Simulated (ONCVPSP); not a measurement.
**Debugging a pseudopotential input (Eu (Z = 63), ONCVPSP 4.0.1)**

Command:

```bash
oncvpsp.x < Eu.dat > Eu.out
```

Input:

```
# ATOM AND REFERENCE CONFIGURATION
# atsym  z   nc   nv     iexc    psfile
  Eu 63.00   10    4        3      upf
#
#   n    l    f
    1    0    2.00
    2    0    2.00
    2    1    6.00
    3    0    2.00
    3    1    6.00
    3    2   10.00
    4    0    2.00
    4    1    6.00
    4    2   10.00
    4    3    6.00
    5    0    2.00
    5    1    6.00
    5    2    2.00
    6    0    1.00
#
# PSEUDOPOTENTIAL AND OPTIMIZATION
# lmax
    2
#
#   l,   rc,      ep,       ncon, nbas, qcut
    0    2.40    0.00    3    5    6.60
    1    1.55    0.00    4    8    5.50
    2    3.85    0.00    3    8    4.70
#
# LOCAL POTENTIAL
# lloc, lpopt,  rc(5),   dvloc0
    4    5    1.50    0.00
#
# VANDERBILT-KLEINMAN-BYLANDER PROJECTORs
# l, nproj, debl
    0    2    1.90
    1    2    1.50
    2    2    0.40
#
# MODEL CORE CHARGE
# icmod, fcfact, rcfact
    3    3.50    1.30
#
# LOG DERIVATIVE ANALYSIS
# epsh1, epsh2, depsh
   -3.00    5.00    0.02
#
# OUTPUT GRID
# rlmax, drl
    6.00    0.01
#
# TEST CONFIGURATIONS
# ncnf
    4
# nvcnf
#   n    l    f
    4
    5    0    2.00
    5    1    6.00
    5    2    1.00
    6    0    2.00
#
    4
    5    0    2.00
    5    1    6.00
    5    2    1.00
    6    0    1.00
#
    4
    5    0    2.00
    5    1    6.00
    5    2    1.00
    6    0    0.00
#
    4
    5    0    2.00
    5    1    6.00
    5    2    0.00
    6    0    0.00
#
```

This is an input that runs to its end, with one change: nbas of l = 0 set to 5. The unchanged file is no sound one. Note: no bound ghost flagged; GHOST(+) flagged for s at 73.6 eV.

Question: How does the run end?

Answer: The program refuses the input: "test_data: must have ncon+3 <= nbas <= ncon+5, l= 0".

```
ONCVPSP  (Optimized Norm-Conservinng Vanderbilt PSeudopotential)
scalar-relativistic version 4.0.1

test_data: must have ncon+3 <= nbas <= ncon+5, l=   0
 for nproj=2
ERROR: test_data found   1 ERROR; stopping
```
